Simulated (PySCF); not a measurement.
## How methods differ on the ionisation energy of N⁺

N⁺ [He] 2s2 2p2 (3P) → N²⁺ [He] 2s2 2p1 (2P), as a difference of total energies. All numbers are calculated (PySCF 2.14, the spin-free X2C one-electron Hamiltonian (Gaussian nucleus), in x2c-TZVPPall with one added diffuse shell each of s, p, d type (6s4p3d1f, 40 functions)). Correlated levels: valence: 1s2 frozen; valence and next inner shell: nothing frozen. The calculations carry no spin-orbit coupling.

| method | ionisation energy (eV) |
| --- | --- |
| UHF | 29.204 |
| LDA | 30.047 |
| PBE | 29.894 |
| PBE0 | 29.906 |
| r2SCAN | 30.133 |
| TPSSh | 29.848 |
| B3LYP | 29.996 |
| revPBE | 29.832 |
| wB97X | 29.742 |
| SCS-MP2 (valence) | 29.479 |
| MP2 (valence and next inner shell) | 29.628 |

Estimate what MP2 (valence) gives.

29.613 eV, closest to MP2 (valence and next inner shell) among the rows shown.

Estimate what SCS-MP2 (valence and next inner shell) gives.

29.490 eV, closest to SCS-MP2 (valence) among the rows shown.

Errors of the correlated levels include the incompleteness of this basis and the frozen core.

For comparison: 29.601 eV (semi-empirical (NIST evaluation); NIST Atomic Spectra Database, ionization energies).
